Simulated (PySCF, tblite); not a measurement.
Isomers of CH11O2PSi3. All values are computed: GFN2-xTB (tblite) harmonic vibrations without scaling, gas phase. Errors from tens to a few hundred cm⁻¹ against measured bands are possible. Modes of hydrogen on phosphorus and silicon can be 10 to 20 % off. One conformer each.

Electronic energies: PBE0/pcSseg-1 single points on the GFN2-xTB geometries (PySCF, gas phase).

```json
{"SMILES": "C[SiH2]O[Si@@H](P)O[SiH3]", "electronic energy, lowest = 0 (kJ/mol)": "0.0"}
{"SMILES": "O[SiH2]O[Si@H](P)C[SiH3]", "electronic energy, lowest = 0 (kJ/mol)": "83.8"}
{"SMILES": "CO[Si@@]([SiH3])(P)O[SiH3]", "electronic energy, lowest = 0 (kJ/mol)": "176.9"}
```

How do GFN2-xTB zero-point energies change the relative energies?

| SMILES | ZPE (kJ/mol) | of it from modes above 1550 cm⁻¹ | electronic (kJ/mol) | with ZPE, lowest = 0 (kJ/mol) | lowest mode (cm⁻¹) | rings |
| --- | --- | --- | --- | --- | --- | --- |
| C[SiH2]O[Si@@H](P)O[SiH3] | 295.1 | 163.5 | 0.0 | 0.0 | 28 | 0 |
| O[SiH2]O[Si@H](P)C[SiH3] | 292.7 | 166.3 | 83.8 | 81.5 | 24 | 0 |
| CO[Si@@]([SiH3])(P)O[SiH3] | 293.1 | 161.5 | 176.9 | 174.9 | 15i | 0 |

The zero-point energies span 2.4 kJ/mol, from `O[SiH2]O[Si@H](P)C[SiH3]` to `C[SiH2]O[Si@@H](P)O[SiH3]`. Slightly imaginary modes are left out of the zero-point energy: `CO[Si@@]([SiH3])(P)O[SiH3]` 14.6i cm⁻¹. The order is unchanged.

And how do the electronic energies of GFN2-xTB itself compare?

`C[SiH2]O[Si@@H](P)O[SiH3]` 0.0; `O[SiH2]O[Si@H](P)C[SiH3]` 176.9; `CO[Si@@]([SiH3])(P)O[SiH3]` 200.0 kJ/mol, lowest = 0. Against the energies above, taken from the same isomer `C[SiH2]O[Si@@H](P)O[SiH3]`, the largest difference is 93.1 kJ/mol.
